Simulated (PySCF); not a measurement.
CH₁₀ClPSi₃.
Numbering: `[SiH3:1][P:2]([SiH3:3])[SiH2:4][CH2:5][Cl:6]` (hydrogens: H7, H8, H9 on Si1; H10, H11, H12 on Si3; H13, H14 on Si4; H15, H16 on C5)

All values: B3LYP/def2-SVPD (PySCF, non-relativistic), on one gas-phase PBE0-D3(BJ)/def2-SVP geometry that isn't relaxed in the solvent. The solvent is an IEF-PCM continuum (Bondi radii, 1.10 Å for H, scaled by 1.2), and excitations are vertical TDDFT with non-equilibrium linear response and a frozen core. Specific hydrogen bonds and non-electrostatic terms are outside this model.

Gas-phase singlets (H = HOMO, L = LUMO):

| state | E (eV) | λ (nm) | f | leading configurations |
| --- | --- | --- | --- | --- |
| S1 | 5.611 | 221 | 0.025 | H→L 90% |
| S2 | 5.913 | 210 | 0.038 | H→L+1 87%, H→L+2 10% |
| S3 | 5.979 | 207 | 0.019 | H→L+2 81% |
| S4 | 6.151 | 202 | 0.009 | H→L+3 62%, H→L+4 23% |
| S5 | 6.344 | 195 | 0.002 | H-1→L 45%, H→L+4 25% |

Q: How does the list change in cyclohexane (ε = 2.017)?

A: 
| state | E (eV) | λ (nm) | f | leading configurations | change by rank (eV) |
| --- | --- | --- | --- | --- | --- |
| S1 | 5.636 | 220 | 0.039 | H→L 90% | +0.025 |
| S2 | 5.907 | 210 | 0.060 | H→L+1 85%, H→L+2 12% | -0.006 |
| S3 | 5.981 | 207 | 0.035 | H→L+2 81%, H→L+1 9% | +0.002 |
| S4 | 6.167 | 201 | 0.015 | H→L+3 64%, H→L+4 24% | +0.016 |
| S5 | 6.355 | 195 | 0.012 | H→L+4 37%, H→L+3 21% | +0.011 |

Q: What are the lowest 5 singlets in methanol (ε = 32.61)?

A: 
```json
{"state": "S1", "E (eV)": "5.716", "λ (nm)": "217", "f": "0.035", "leading configurations": "H→L 87%", "change by rank (eV)": "+0.105"}
{"state": "S2", "E (eV)": "5.944", "λ (nm)": "209", "f": "0.057", "leading configurations": "H→L+1 76%, H→L+2 19%", "change by rank (eV)": "+0.031"}
{"state": "S3", "E (eV)": "6.018", "λ (nm)": "206", "f": "0.033", "leading configurations": "H→L+2 75%, H→L+1 14%", "change by rank (eV)": "+0.039"}
{"state": "S4", "E (eV)": "6.218", "λ (nm)": "199", "f": "0.013", "leading configurations": "H→L+3 61%, H→L+4 28%", "change by rank (eV)": "+0.067"}
{"state": "S5", "E (eV)": "6.396", "λ (nm)": "194", "f": "0.012", "leading configurations": "H→L+4 38%, H→L+3 24%", "change by rank (eV)": "+0.052"}
```

Q: The ground-state energy changes by -0.107 eV from gas to methanol. By how much does the total energy of gas-phase S1 change?

A: E(S1) = E(S0) + excitation energy, so it changes by -0.107 + 0.105 = -0.002 eV: it is lowered less than the ground state, which is what a blue shift means. This is the vertical state, with the slow part of the continuum still set for S0.

Q: How do the frontier levels move from gas to methanol?

A: 
```tsv
orbital	gas (eV)	solvent (eV)	change (eV)	Löwdin shares, gas	Löwdin shares, solvent
LUMO+2	-0.27	-0.16	+0.11	Si3 18 %, P2 17 %, Cl6 15 %, C5 10 %	Si3 19 %, P2 15 %, Cl6 13 %, Si1 8 %
LUMO+1	-0.30	-0.20	+0.10	Si1 24 %, P2 20 %, Si4 10 %, Si3 9 %	Si1 24 %, P2 23 %, Si4 8 %, Si3 8 %
LUMO	-0.67	-0.48	+0.19	Si4 20 %, Cl6 17 %, P2 15 %, C5 10 %	Si4 19 %, P2 17 %, Cl6 17 %, C5 9 %
HOMO	-7.12	-7.07	+0.05	P2 60 %, Si4 9 %, Si1 9 %, Si3 9 %	P2 60 %, Si4 9 %, Si3 9 %, Si1 9 %
HOMO-1	-7.98	-7.86	+0.12	Cl6 41 %, C5 18 %, Si4 11 %, P2 8 %	Cl6 36 %, C5 20 %, Si4 11 %, P2 10 %
HOMO-2	-8.38	-8.27	+0.11	P2 29 %, Si1 18 %, Cl6 15 %, Si4 9 %	P2 30 %, Si1 18 %, Si4 11 %, Cl6 10 %
HOMO-3	-8.52	-8.44	+0.08	Cl6 44 %, P2 14 %, Si3 9 %, C5 8 %	Cl6 37 %, P2 17 %, Si3 11 %, C5 8 %
```

The HOMO–LUMO gap goes from 6.45 to 6.59 eV.

The values belong to the conformer `[SiH3:1][P:2]([SiH3:3])[SiH2:4][CH2:5][Cl:6]`: Si1–P2–Si4–C5 -78°, P2–Si4–C5–Cl6 62°.
